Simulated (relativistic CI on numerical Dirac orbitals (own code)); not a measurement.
Sensitivity of the levels of Pt LVI to α and to the nuclear radius

Calculated at this level of theory: Dirac-Coulomb-Breit CI, separate exchange-only KLI orbitals for each configuration, derivatives by finite differences, unscaled Slater integrals, QED left out (own radial code, finite nucleus).

CI space (outside the closed core [Ne]): 3s2 3p6 3d5, 3s2 3p5 3d6, 3s2 3p4 3d7, 3s 3p6 3d6, 3p6 3d7, 3s 3p5 3d7, 3s2 3p6 3d4 4s, 3s2 3p6 3d3 4s2. Levels of other configurations are missing.

With x = (α/α₀)² − 1 an excitation energy changes as ω = ω₀ + qx; K = 2q/ω₀ is the relative enhancement. Terms are leading LS components, so labels can repeat. The field-shift factor is F = δν/δ⟨r²⟩ for the transition from the lowest level.

Lowest level 3s2 3p6 3d5 2D_5/2.

```csv
Level,ω₀ (cm⁻¹),q (cm⁻¹),K,F (GHz/fm²)
3s2 3p6 3d5 6S_5/2,625326,749100,2.4,23.1
3s2 3p6 3d5 4G_7/2,726630,733300,2.02,23.2
3s2 3p6 3d5 2H_11/2,737856,718200,1.95,23.8
3s2 3p6 3d5 4D_3/2,743026,746000,2.01,22.8
3s2 3p6 3d5 2G_9/2,788792,735100,1.86,23.8
3s2 3p6 3d5 2D_5/2,822283,748500,1.82,23.7
3s2 3p6 3d5 4P_1/2,857772,780100,1.82,23.8
3s2 3p6 3d5 2F_7/2,861293,740500,1.72,23.3
3s2 3p6 3d5 2D_3/2,1014566,790200,1.56,26.1
3s2 3p6 3d5 6S_5/2,1340093,1.482e+06,2.21,45.3
3s2 3p6 3d5 4D_7/2,1419347,1.484e+06,2.09,45.7
3s2 3p6 3d5 4G_11/2,1422609,1.468e+06,2.06,46.6
3s2 3p6 3d5 4G_9/2,1439980,1.473e+06,2.05,45.9
```

At this charge energies of transitions that change n are usually good to better than 1 %, and those within a shell (Δn = 0) to a few per cent.
